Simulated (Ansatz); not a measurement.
`C[NH][Ga]([F])[F]` → `[F][Ga][F]`• + `C[NH]`• at 700 K and 1 bar (homolysis of the Ga–N bond).

Program: Ansatz. Geometries: PBE0-D4/def2-TZVP. ΔE: electronic, gas phase. CCSD(T)/CBS adds triple-zeta CCSD(T) − MP2 to the extrapolated MP2 energy (def2 sets, frozen cores). Open shells (•) are unrestricted, without spin–orbit coupling. For Ga outer-core shells are correlated without core-valence functions, which leaves a few kJ/mol of doubt a bond. Scalar relativity is left out up to krypton. One conformer a species, not always the lowest.

```
            species  CCSD(T)/CBS energy (Eh)  H − E (kJ/mol)  S (J/(mol·K))
`C[NH][Ga]([F])[F]`              -2218.78622           225.7          463.8
      `[F][Ga][F]`•              -2123.56307            42.5          324.1
           `C[NH]`•                -95.07984           165.5          297.2
```

H − E and S are ideal-gas, rigid-rotor, harmonic terms from PBE0-D4/def2-TZVP, for one conformer and one mirror image of each species, with the whole ground term of open shells counted as degenerate. 1 Eh = 2625.50 kJ/mol, R = 8.31446 J/(mol·K).

By hand: ΔE, ΔH, ΔS and ΔG.

ΔE = (-2123.56307) + (-95.07984) − (-2218.78622) = 0.14331 Eh = 376.3 kJ/mol. Δ(H − E) = 42.5 + 165.5 − 225.7 = -17.7, so ΔH = 358.6 kJ/mol. ΔS = 324.1 + 297.2 − 463.8 = 157.5 J/(mol·K). ΔG = 358.6 − 700 × (157.5)/1000 = 248.4 kJ/mol.

By hand: the equilibrium constant, and the temperature at which ΔG would vanish if ΔH and ΔS stayed fixed.

log₁₀ K = −ΔG/(RT ln 10) = -18.5. ΔG = 0 at ΔH/ΔS = 2277 K.

The number of gas molecules changes by +1, which sets the sign of ΔS. A doubt of 5 kJ/mol in ΔE shifts log₁₀ K by 0.4 here. Other conformers and mirror images would add mixing entropy, several J/(mol·K) or more a flexible species. These are equilibria of isolated gas molecules and say nothing of rates. Largest T1 diagnostic: 0.017 (customary marks: 0.02 for closed shells, 0.045 for open ones).
